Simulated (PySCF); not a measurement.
# Different ions with Br ligands: trigonal planar complexes compared

All values are computed with PySCF: state-averaged CASSCF of the d shell with SC-NEVPT2, spin-free X2C, triple-zeta basis on the metal and double-zeta on the ligands, mean-field spin-orbit coupling; model geometries with bond lengths from ionic radii.

```csv
complex,point group,M–L / Å,L–M–L / °,solvent
[CoBr3]-,D3h,2.42,120,none
MnBr3,D3h,2.33,120,none
[CrBr3]-,D3h,2.48,120,none
TiBr3,D3h,2.35,120,none
```

Q: Rank by the spin-orbit constant ζ, lowest first.
A. [CrBr3]-
B. TiBr3
C. [CoBr3]-
D. MnBr3

A: B (76 cm⁻¹), A (209 cm⁻¹), D (258 cm⁻¹), C (496 cm⁻¹).

Q: What are the ground states and moments?

A: 
| complex | shell | ground state (NEVPT2) | total orbital splitting (CASSCF fit) / cm⁻¹ | μeff(300 K) / μB |
| --- | --- | --- | --- | --- |
| [CoBr3]- | d7 | 4A2' | 4599 | 6.01 |
| MnBr3 | d4 | 5E' | 10665 | 4.71 |
| [CrBr3]- | d4 | 5E' | 5975 | 4.61 |
| TiBr3 | d1 | 2A1' | 11932 | 1.80 |

The trigonal planar shape is imposed. Real complexes may take another, with another ground state.
